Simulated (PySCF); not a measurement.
## Bromine: a sound run and one with changed settings

Sound run: Br [Ar] 3d10 4s2 4p5, Br+ [Ar] 3d10 4s2 4p4. All numbers are calculated (PySCF 2.14, the non-relativistic Hamiltonian (point nucleus), in def2-SVP (5s4p3d, 32 functions)). The sound run starts from symmetry-adapted Hartree-Fock orbitals and uses a fine grid where one is needed.

A second run was set up differently.

```
species  method  sound run (hartree)  changed run (hartree)  converged
     Br     UHF          -2572.08220            -2572.08220        yes
     Br    BP86          -2574.06821            -2575.76024        yes
     Br  M06-2X          -2573.84102            -2574.14146        yes
    Br+     UHF          -2571.68517            -2571.68517        yes
    Br+    BP86          -2573.62870            -2575.32329        yes
    Br+  M06-2X          -2573.40857            -2573.70515        yes
```

Ionisation energy of Br:

```tsv
method	sound run (eV)	changed run (eV)
UHF	10.804	10.804
BP86	11.960	11.890
M06-2X	11.768	11.873
```

**Question.** What was changed?
A. minimal basis
B. all electrons correlated in a valence basis
C. angular grid far too coarse
D. level shift left on

**Answer.** C. It used 6 angular points. A coarse angular grid integrates products of high-l functions wrongly, so density functionals can shift, and the SCF can exploit the error; Hartree-Fock and MP2 need no grid.
